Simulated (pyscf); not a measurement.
Cl–SiH₂–SiH₂–Cl (SMILES Cl[SiH2][SiH2]Cl) → H₃Si–Cl (SMILES [SiH3]Cl) + :HSi–Cl (SMILES [SiH]Cl) [singlet] (1,1-elimination; singlet surface; Si–Si, H–Si broken, H–Si formed). Single points on ωB97X-D3(BJ)/def2-SVP structures (PySCF, gas phase). Correlated levels are frozen-core, on RHF or UHF. ΔMP2 is the change of the MP2 total energy from the triple- to the quadruple-zeta basis. Energies in kcal/mol from the reactant's lowest minimum found.

| level | barrier | reaction energy |
|---|---|---|
| ωB97X-D3(BJ)/def2-TZVP | ? | +52.2 |
| r²SCAN/def2-TZVP | 43.9 | +49.5 |
| M06-2X/def2-TZVP | 45.8 | +43.9 |
| HF/def2-TZVP | 59.4 | +40.7 |
| CCSD/def2-TZVPP | 49.1 | +43.2 |
| CCSD(T)/def2-TZVPP | 47.1 | +43.9 |
| CCSD(T)/def2-TZVPP + ΔMP2(QZVPP) | ? | ? |

### Question
What belongs in the gaps?

### Answer

- ωB97X-D3(BJ)/def2-TZVP, barrier: 49.3
- CCSD(T)/def2-TZVPP + ΔMP2(QZVPP), barrier: 47.2
- CCSD(T)/def2-TZVPP + ΔMP2(QZVPP), reaction energy: +45.0

Of the functionals in the table, M06-2X is closest to CCSD(T)/def2-TZVPP + ΔMP2(QZVPP) in the barrier (1.4 kcal/mol apart) and r²SCAN least close (3.2 kcal/mol); that level has limits of its own. On the product side the descent ends in a bound adduct (not fully relaxed), 8.2 kcal/mol under the separated species and 5.3 kcal/mol under the saddle at ωB97X-D3(BJ)/def2-TZVP. At ωB97X-D3(BJ)/def2-TZVP, r²SCAN the saddle lies under the separated products, which points to a path from their complex (located at ωB97X-D3(BJ) alone), and parting the products costs more than the saddle. This is the saddle that the search found; another between the same sides may lie lower. The CCSD(T) − MP2 part came from Ansatz, without density fitting, on the same reference.
